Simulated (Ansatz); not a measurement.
Frontier orbitals of ClH₅O₃SSi₂ (`O[SiH](O)S[SiH](O)Cl`).

```xyz
12

O    -2.593    1.523   -0.332
Si   -1.072    1.106    0.058
O    -0.921    1.190    1.680
S    -0.726   -0.911   -0.633
Si    1.384   -0.946   -0.649
O     1.901   -2.474   -0.853
Cl    2.114   -0.172    1.133
H    -3.304    1.194    0.221
H    -0.163    2.015   -0.666
H    -0.139    0.778    2.058
H     1.995   -0.142   -1.718
H     1.526   -3.162   -0.300
```

The species carries charge 0 and has multiplicity 1. The structure was optimised at the PBE0-D4/def2-TZVP level. It is one conformer, not always the lowest. Basis def2-TZVPP, Ansatz.

```tsv
functional	HOMO (eV)	LUMO (eV)	gap (eV)
PBE	-6.65	-1.10	5.55
revPBE	-6.60	-0.98	5.62
PBE0	-7.92	-0.22	7.70
r2SCAN0	-8.13	0.00	8.13
CAM-B3LYP	-9.23	0.82	10.05
LC-ωPBE	-10.64	1.98	12.62
ωB97X-V	-10.27	1.86	12.13
ωB97M-V	-10.09	1.57	11.66
```

Against PBE, PBE0 changes HOMO and LUMO by −1.27 and +0.87 eV, ωB97M-V by −3.44 and +2.66 eV. A gap of 5.56 eV thus becomes 11.66 eV for the same molecule, so an orbital gap means little without its functional. A positive LUMO is unbound and depends on the basis.

LC-ωPBE has ω = 0.4 bohr⁻¹.
